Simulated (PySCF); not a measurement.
# Correlation energy of Ho (holmium, neutral)

[Xe] 4f12 6s1, 6s spin antiparallel (an excited configuration). All numbers are calculated (PySCF 2.14, scalar relativity by spin-free X2C-1e, in x2c-TZVPPall (11s7p7d4f2g, 113 functions)). Frozen: [Ar] 3d10; 39 electrons correlated.

MP2 pair energies summed by pair of shells (mhartree):

```csv
pair,energy,share (%)
4f-4f,-604.41,33.3
4d-4f,-344.60,19.0
4f-5p,-284.90,15.7
5p-5p,-121.02,6.7
4d-4d,-111.38,6.1
4f-5s,-63.98,3.5
4p-4f,-50.45,2.8
4d-5p,-48.39,2.7
4p-4d,-40.16,2.2
5s-5p,-32.51,1.8
4d-5s,-22.92,1.3
4s-4f,-18.68,1.0
4s-4d,-17.65,1.0
5p-6s,-11.39,0.6
4p-4p,-10.10,0.6
4f-6s,-9.19,0.5
4p-5p,-7.09,0.4
5s-5s,-6.18,0.3
4s-4p,-4.44,0.2
4p-5s,-4.04,0.2
4s-4s,-1.39,0.1
4s-5p,-0.77,0.0
4s-5s,-0.69,0.0
4d-6s,-0.62,0.0
5s-6s,-0.49,0.0
4p-6s,-0.09,0.0
4s-6s,-0.01,0.0
```

Total MP2 correlation energy: -1817.5 mhartree.

Same-spin part -698.39 and opposite-spin part -1119.1 mhartree; SCS-MP2 scales them by 1/3 and 6/5 to -1575.8 mhartree.

The reference is one real determinant that mixes LS terms of this configuration.

This basis was not built for core-valence correlation, so the inner-shell part is incomplete.
